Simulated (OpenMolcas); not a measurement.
**C, Si, Ge, Sn, Pb: ns² np² down the group**

```yaml
Program: OpenMolcas 26.06
Method: SS-RASPT2, IPEA 0.25 Eh, imaginary shift 0.1 Eh
Basis: ANO-RCC-VQZP
Scalar_Hamiltonian: DKH2, point nucleus
Spin-orbit_coupling: RASSI with atomic mean-field integrals over the reference wave functions, term energies averaged over their components
```

Active space for each ion: 2 electrons in 9 orbitals (RAS2 p; RAS3 s d, at most 1 electron); closed shells correlated by CASPT2: C 1s 2s; Si 2s 2p 3s; Ge 3d 4s; Sn 4d 5s; Pb 5d 6s.

Computed levels in cm-1 above ³P₀:

```
                               Level      C     Si     Ge     Sn     Pb
                                 ³P₁   15.7   66.6    471   1397   6400
                                 ³P₂   46.9    195   1237   3010   9380
                                 ¹D₂   9980   6100   7880   8380  18690
                                 ¹S₀  26080  19300  19880  19820  29100
weight of ³P in the lowest level (%)    100    100    100     98     89
```

Mixed levels, with the weight of the term that names them: Pb ³P₂ (62 %), Pb ¹D₂ (62 %).

Measured, with the error of the calculation in %. Measured levels: C, Si, Ge, Sn, Pb from NIST Handbook of Basic Atomic Spectroscopic Data.

```
Level              C             Si             Ge             Sn             Pb
  ³P₁    16.4 (-4.4)   77.1 (-13.7)    557 (-15.5)   1692 (-17.4)   7819 (-18.1)
  ³P₂    43.4 (+8.0)    223 (-12.6)   1410 (-12.3)   3428 (-12.2)  10650 (-11.9)
  ¹D₂   10193 (-2.1)    6299 (-3.2)   7125 (+10.6)    8613 (-2.7)  21458 (-12.9)
  ¹S₀  21648 (+20.5)  15394 (+25.4)  16367 (+21.5)  17162 (+15.5)   29467 (-1.3)
```

The fine-structure level ³P₂ changes by a factor of 200 from C to Pb.

Without spin-orbit coupling ¹D lies 9950, 5960, 6960, 5600, 5490 cm-1 above ³P in that order; the difference to the level ¹D₂, of either sign, comes from spin-orbit coupling, which also lowers the zero.

Term energies are means over components that CASPT2 splits; among the terms shown or strongly mixed into the levels shown the widest spread is 98 cm-1 (2s² 2p² ¹D, C). With the s shell closed, the reference lacks s² → p² mixing. Some terms miss by over 15 % even with CASPT2, which points to a basis or an active space too small for the shells correlated. No level of 2s² 2p 3d was computed, though it lies in the active space (holds for C). No level of 4s² 4p 4d was computed, though it lies in the active space (holds for Ge). Measured partners are found by configuration, term and J. A level has none where our copy of the source lacks it or the pairing is in doubt (some pairs that miss far off the trend of their configuration count as doubtful), and it then counts in no deviation. Where the source uses jj or jK labels, the order within each J decides. Levels of configurations outside the active space are missing.
